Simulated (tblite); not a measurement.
C2H11AsO2Si3.
Bonds: C1–C2, C2–O3 (double), C2–O4, O4–Si5, Si5–As6, As6–Si7, As6–Si8. Hydrogens: H9, H10, H11 on C1; H12, H13 on Si5; H14, H15, H16 on Si7; H17, H18, H19 on Si8.

Computed with GFN2-xTB (tblite), gas phase: L-BFGS steps from a force-field or distance-geometry start until the largest atomic force falls under 0.01 eV/Å.

Step 79: E = -698.6610 eV
```
atom  x, y, z in Å  |  force x, y, z in eV/Å
C1      3.5779    0.3692   -0.0533    0.007  -0.021   0.014
C2      2.2036   -0.2200   -0.2393    0.034   0.081   0.081
O3      1.7116   -0.4246   -1.3208   -0.047  -0.011  -0.104
O4      1.5853   -0.4620    0.8909   -0.032  -0.017   0.069
Si5    -0.0139   -0.9374    1.0621   -0.029   0.004   0.008
As6    -1.1620   -0.6889   -0.9132    0.009  -0.013  -0.035
Si7    -1.1978    1.6332   -0.8336   -0.007   0.016  -0.003
Si8    -3.2838   -1.1314   -0.0637    0.016   0.001   0.015
H9      3.6591    1.2605   -0.6719    0.060  -0.031   0.001
H10     4.3242   -0.3508   -0.3823    0.000   0.017  -0.047
H11     3.7484    0.6119    0.9906   -0.007   0.019   0.017
H12    -0.3324   -0.0612    2.1995    0.000  -0.009   0.027
H13     0.1326   -2.3084    1.5641    0.021  -0.037  -0.017
H14    -1.6885    2.2054    0.4359   -0.017  -0.025   0.000
H15     0.1471    2.1921   -1.0222    0.003   0.008  -0.030
H16    -2.0669    2.1573   -1.8956   -0.004   0.026  -0.024
H17    -4.3385   -0.7714   -1.0214    0.029  -0.006   0.009
H18    -3.6346   -0.4835    1.2104    0.014  -0.004  -0.006
H19    -3.3813   -2.5810    0.1627   -0.049   0.002   0.025
```

Step 80: E = -698.6617 eV
```
atom  x, y, z in Å  |  force x, y, z in eV/Å
C1      3.5784    0.3700   -0.0505   -0.019  -0.023  -0.001
C2      2.1995   -0.2107   -0.2400   -0.032   0.031  -0.011
O3      1.7015   -0.3968   -1.3249    0.042   0.027   0.092
O4      1.5845   -0.4700    0.8896    0.009   0.014  -0.022
Si5    -0.0163   -0.9409    1.0604   -0.002  -0.019  -0.017
As6    -1.1642   -0.6973   -0.9154    0.029  -0.018  -0.044
Si7    -1.1938    1.6239   -0.8377   -0.015   0.029   0.009
Si8    -3.2852   -1.1303   -0.0634    0.010  -0.001   0.032
H9      3.6629    1.2625   -0.6678    0.066  -0.043   0.020
H10     4.3220   -0.3527   -0.3824   -0.023   0.028  -0.038
H11     3.7513    0.6084    0.9950   -0.021   0.011  -0.018
H12    -0.3349   -0.0599    2.1915   -0.013   0.008   0.059
H13     0.1412   -2.3089    1.5667    0.004  -0.043  -0.012
H14    -1.6841    2.1969    0.4311   -0.029  -0.026   0.014
H15     0.1491    2.1876   -1.0174    0.019   0.007  -0.044
H16    -2.0633    2.1506   -1.8972   -0.008   0.028  -0.037
H17    -4.3407   -0.7668   -1.0178    0.022  -0.009  -0.002
H18    -3.6314   -0.4782    1.2095    0.014  -0.001   0.000
H19    -3.3863   -2.5784    0.1695   -0.052   0.000   0.020
```

Question: Estimate the geometry and energy of step 81. (The exact step hangs on the optimiser's Hessian estimate; all steps are aligned on step 80, rigid shifts and turns removed.)

Answer: E = -698.6626 eV, largest force 0.068 eV/Å
```
atom  x, y, z in Å  |  force x, y, z in eV/Å
C1      3.5794    0.3678   -0.0506   -0.013  -0.011   0.006
C2      2.1999   -0.2123   -0.2348    0.005   0.010   0.045
O3      1.7049   -0.4113   -1.3176    0.001   0.026  -0.012
O4      1.5817   -0.4620    0.8949    0.011   0.031   0.006
Si5    -0.0182   -0.9392    1.0616    0.014  -0.030  -0.032
As6    -1.1642   -0.6942   -0.9162    0.039  -0.010  -0.034
Si7    -1.1973    1.6279   -0.8393   -0.016   0.025   0.009
Si8    -3.2835   -1.1313   -0.0640    0.012  -0.002   0.030
H9      3.6630    1.2569   -0.6726    0.059  -0.026   0.020
H10     4.3223   -0.3549   -0.3841   -0.030   0.020  -0.023
H11     3.7554    0.6118    0.9932   -0.018   0.004  -0.023
H12    -0.3381   -0.0670    2.1982   -0.017   0.014   0.062
H13     0.1465   -2.3101    1.5582   -0.004  -0.042  -0.010
H14    -1.6859    2.2015    0.4293   -0.034  -0.026   0.022
H15     0.1438    2.1958   -1.0199    0.025   0.001  -0.047
H16    -2.0687    2.1554   -1.8970   -0.006   0.023  -0.038
H17    -4.3369   -0.7663   -1.0195    0.013  -0.011  -0.003
H18    -3.6298   -0.4802    1.2088    0.011   0.004   0.008
H19    -3.3841   -2.5794    0.1701   -0.051   0.001   0.016
```

The energy changes by -0.0009 eV. The first-order estimate −F·Δx gives -0.0012 eV and the mean of the old and new forces, exact on a quadratic surface, -0.0009 eV. The step makes an angle of 80° with the force vector and moves no atom by more than 0.017 Å.

What follows is the cost of the whole relaxation. On an Arm Neoverse N1 with one thread, shared host, this took 3.9 s of wall time.
